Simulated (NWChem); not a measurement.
SnH4S; SMILES [SH][SnH3]

```xyz
6

Sn    -0.0007     0.5817    -0.0005
S      0.0763    -1.8643    -0.0015
H     -0.8255     1.1476    -1.4110
H      1.6559     1.0544    -0.0161
H     -0.7985     1.1485     1.4252
H     -1.2808    -1.9871     0.0028
```
Atoms are numbered in this order, from 1.

Level: PBE-D3(BJ)/def2-SVP with def2 effective core potentials on Sn (NWChem), optimised geometry, unscaled harmonic frequencies. def2 effective core potentials on Sn; no spin-orbit coupling.

Q: List the harmonic frequencies with IR intensities, and the thermochemistry.

A: 
```csv
frequency (cm⁻¹),IR intensity (km/mol)
117,15.1
340,22.0
412,24.4
452,22.2
665,146.1
679,52.9
689,111.5
706,11.8
1842,85.9
1851,178.2
1883,138.4
2623,1.5
```

```
Quantity                                                                           Result
-----------------------------------------------------------------------  ----------------
zero-point energy                                                           17.5 kcal/mol
thermal correction to the enthalpy at 298.15 K (with zero-point energy)     21.2 kcal/mol
heat capacity Cv                                                         15.8 cal/(mol K)
entropy at 298.15 K and 1 atm (symmetry number 1)                        72.3 cal/(mol K)
```

Rigid rotor and harmonic oscillator.
